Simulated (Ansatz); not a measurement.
Li₅Te₃, relaxed as a doublet with UKS PBE-D4/def2-SVP in Ansatz, starting from the GFN2-xTB geometry. Force threshold 0.02 eV/Å.

In the def2 sets Te takes a core potential; there is no spin–orbit coupling. The relaxation made no stability test and no search for a lower SCF solution. The structure comes from a short search, and lower isomers may exist.

Start:

```xyz
8

Li   -1.146   -0.785    0.771
Li    0.921    0.565   -1.221
Li    0.847   -2.195   -0.269
Li   -1.641    1.274   -1.196
Li    0.936    1.043    1.673
Te    0.159    2.961   -0.053
Te    1.004   -1.559    2.355
Te   -1.081   -1.304   -2.061
```

Question: Estimate the energy that the relaxation releases and the steps that it takes.

Answer: 24.4 kcal/mol, in 15 steps; 54 s on 4 threads of Arm Neoverse V1 on a shared host. The force fell under the threshold at step 9, but the optimiser went on and released 0.027 eV more. No frequencies were taken in this run, so the end may be a saddle point.

Question: Does the start keep its bonding?

Answer: Bonds formed: Li1–Te6, Li2–Te7 (atoms count from 1). Metal–metal contacts that move far: Li2–Li4 2.66 to 3.53 Å, Li1–Li4 2.89 to 3.53 Å.

Question: Predict the relaxed structure.

Answer: 
Cartesian coordinates in Å:
```
Li -1.023 -0.386 0.924
Li 1.254 0.174 -0.664
Li 0.430 -2.558 -0.287
Li -1.742 1.491 -1.977
Li 1.096 1.265 2.016
Te -0.465 2.252 0.131
Te 1.481 -1.259 1.678
Te -1.030 -0.981 -1.821
```
Bond lengths (bridged metal pairs left out): 12 × Li–Te 2.58 to 2.81 Å.
